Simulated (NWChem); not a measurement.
Molecule: C$_{2}$H$_{3}$O$_{2}$, doublet; SMILES O(C)[C]=O

```xyz
7

C      0.4796     1.3324     0.0865
O     -0.6191     0.4648     0.4126
C     -0.5138    -0.7786     0.0265
O      0.3558    -1.3296    -0.5611
H      0.6113     1.3823    -1.0038
H      0.2199     2.3184     0.4865
H      1.4051     0.9612     0.5494
```
Atoms are numbered in this order, from 1.

All runs: NWChem. Pople sets run with spherical d functions. Spin-unrestricted. Structure relaxed at the PBE0/def2-SVP, spin-unrestricted level. No stability test was run on the SCF state. Vzz is the largest principal value of the second derivative of the potential at the nucleus (NWChem prints the opposite sign); η is the asymmetry. Non-relativistic.

| level | Vzz O2 (a.u.) | η O2 | Vzz O4 (a.u.) | η O4 | relative time |
|---|---|---|---|---|---|
| UHF/6-31G* | 1.765 | 0.43 | -1.031 | 0.14 | 1 |
| UHF/cc-pVTZ | 1.813 | 0.40 | -1.006 | 0.10 | 20 |
| PBE0/def2-SVP | 1.710 | 0.33 | -0.776 | 0.14 | 3 |
| PBE0/cc-pVTZ | 1.732 | 0.33 | -0.749 | 0.01 | 20 |

Times are rough ratios from one shared machine.
